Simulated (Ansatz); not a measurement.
Cost and result for the atomization energy of `[CH2]1[GeH2][SiH2][Se]1` (10 atoms, 10 bonds).

```xyz
10

C     0.4427    1.3840    0.3008
Ge    0.1321    0.0214   -1.1085
Si   -0.5642   -1.4231    0.6433
Se   -0.0585    0.4010    1.9452
H    -0.1957    2.2602    0.2017
H     1.4822    1.6980    0.3772
H     1.4230   -0.3479   -1.8616
H    -0.9251    0.4650   -2.1361
H    -1.9939   -1.8313    0.6980
H     0.2574   -2.6274    0.9401
```

Charge 0, multiplicity 1. Correlated methods include outer-core shells of Ge, Se, which these sets cover unevenly. Scalar relativity is left out up to krypton. All single points use the PBE0-D4/def2-TZVP geometry. Program: Ansatz. All runs use 4 threads of an Arm Neoverse V1 on a shared host. Times are those of one run each, without the atoms' runs, and a repeat can differ threefold. Electronic energies, without spin–orbit coupling; frozen cores. CCSD(T)/CBS adds CCSD(T) − MP2 in def2-TZVPP to the MP2 limit, and its time is that of the two runs behind it. T1 = 0.011. With those shells the extrapolation isn't a true limit. B3LYP takes the VWN-RPA correlation (the form of Gaussian; ORCA's B3LYP/G).

CCSD(T)/CBS is a level of theory with its own doubt, some kJ/mol a heavy atom from the limit and from the frozen cores, so smaller differences don't rank the functionals.

| level | functions | wall time | atomization (kJ/mol) | difference from CCSD(T)/CBS | per bond |
| --- | --- | --- | --- | --- | --- |
| PBE-D4/def2-TZVPP (with forces) | 253 | 4.4 s | 3104.6 | -0.5 | -0.1 |
| PBE0-D4/def2-TZVPP | 253 | 7 s | 3080.8 | -24.3 | -2.4 |
| r2SCAN-D4/def2-TZVPP (with forces) | 253 | 8.5 s | 3098.6 | -6.5 | -0.6 |
| B3LYP-D4/def2-TZVPP (with forces) | 253 | 9.5 s | 3065.2 | -39.9 | -4.0 |
| B2PLYP/def2-TZVPP | 253 | 9.5 s | 3031.3 | -73.8 | -7.4 |
| ωB97X-V/def2-TZVPP | 253 | 14 s | 3111.8 | 6.7 | 0.7 |
| ωB97M-V/def2-TZVPP (with forces) | 253 | 20 s | 3071.2 | -33.9 | -3.4 |
| MP2/def2-QZVPP | 485 | 49 s | 3078.1 | -27.0 | -2.7 |
| CCSD(T)/def2-TZVPP | 253 | 5.2 min | 3026.0 | -79.1 | -7.9 |
| CCSD(T)/CBS(def2) | – | 6 min | 3105.1 | 0.0 | 0.0 |

In def2-TZVPP, CCSD(T) changes the Hartree–Fock value by +798.1 kJ/mol (the triples alone add +48.4 kJ/mol) and MP2 by +804.9 kJ/mol; breaking electron pairs costs correlation energy, which Hartree–Fock lacks. From PBE to PBE0 (25 % exact exchange), in def2-TZVPP and without D4, the atomization energy moves by −19.5 kJ/mol: exact exchange takes away binding that semilocal exchange gives to molecules. The D4 term adds +46.3 kJ/mol with B3LYP and +24.0 kJ/mol with PBE0; it sums over pairs of atoms, weighted by their polarisabilities, and B3LYP, whose exchange is more repulsive, gets the larger term.
